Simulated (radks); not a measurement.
Values are calculated unless marked as measured or tabulated.
Nb2+, 39 electrons, occupied as [Kr] 4d1.5 5p1.5 (fractional occupations, a model configuration). Code: a radial shooting solver on a logarithmic mesh with Libxc functionals. Model: Dirac Kohn-Sham, PBE, spin-unpolarised, spherical densities, point nucleus; open shells are shared between the two j in proportion to 2j + 1.

Spin-orbit splittings of the eigenvalues, e(l+1/2) - e(l-1/2), with zeta = 2 splitting/(2l+1) and mean radii in bohr:

2p: occ. 6; splitting (eV) 95.77; zeta (eV) 63.85; <r> j=l-1/2 0.1346; <r> j=l+1/2 0.1391
3p: occ. 6; splitting (eV) 15.52; zeta (eV) 10.35; <r> j=l-1/2 0.4385; <r> j=l+1/2 0.4490
3d: occ. 10; splitting (eV) 2.890; zeta (eV) 1.156; <r> j=l-1/2 0.4308; <r> j=l+1/2 0.4343
4p: occ. 6; splitting (eV) 2.214; zeta (eV) 1.476; <r> j=l-1/2 1.249; <r> j=l+1/2 1.277
4d: occ. 1.5; splitting (eV) 0.2361; zeta (eV) 0.09443; <r> j=l-1/2 1.712; <r> j=l+1/2 1.724
5p: occ. 1.5; splitting (eV) 0.3027; zeta (eV) 0.2018; <r> j=l-1/2 3.373; <r> j=l+1/2 3.430
